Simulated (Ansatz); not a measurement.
One change: `CCCCCC(C)(C)C` becomes `CCCCCCCS`.

Ansatz, PBE0-D4/def2-TZVP geometries, multiplicity 1. Each molecule was computed in one conformer, which needn't be the lowest.

```tsv
property	`CCCCCC(C)(C)C`
HOMO–LUMO gap (PBE/def2-TZVPP) / eV	7.28
HOMO–LUMO gap (PBE0/def2-TZVPP) / eV	9.39
HOMO energy (PBE0/def2-TZVPP) / eV	-8.44
HOMO energy (PBE/def2-TZVPP) / eV	-7.12
size of the dipole moment (PBE/def2-TZVPP) / D	0.11
LUMO energy (B3LYP/def2-TZVPP) / eV	0.64
```

(1) What does the change do to each property? (Best estimate.)

Results:

(1) Ansatz gave: 
```json
{"property": "HOMO–LUMO gap (PBE/def2-TZVPP) / eV", "`CCCCCCCS`": "5.13", "shift": "-2.15"}
{"property": "HOMO–LUMO gap (PBE0/def2-TZVPP) / eV", "`CCCCCCCS`": "7.30", "shift": "-2.09"}
{"property": "HOMO energy (PBE0/def2-TZVPP) / eV", "`CCCCCCCS`": "-6.71", "shift": "1.73"}
{"property": "HOMO energy (PBE/def2-TZVPP) / eV", "`CCCCCCCS`": "-5.47", "shift": "1.65"}
{"property": "size of the dipole moment (PBE/def2-TZVPP) / D", "`CCCCCCCS`": "1.53", "shift": "1.42"}
{"property": "LUMO energy (B3LYP/def2-TZVPP) / eV", "`CCCCCCCS`": "0.30", "shift": "-0.34"}
```

With PBE0 the HOMO rises by 1.73 eV and the LUMO falls by 0.36 eV, so the gap narrows by about 2.09 eV. PBE moves the HOMO by 1.65 eV and ωB97M-V by 1.76 eV. Dipoles are sizes alone; their direction can turn.

B3LYP here is the variant with VWN-RPA as its local correlation; programs differ in this.

Positive LUMOs are unbound, so they and the gaps depend on the basis.
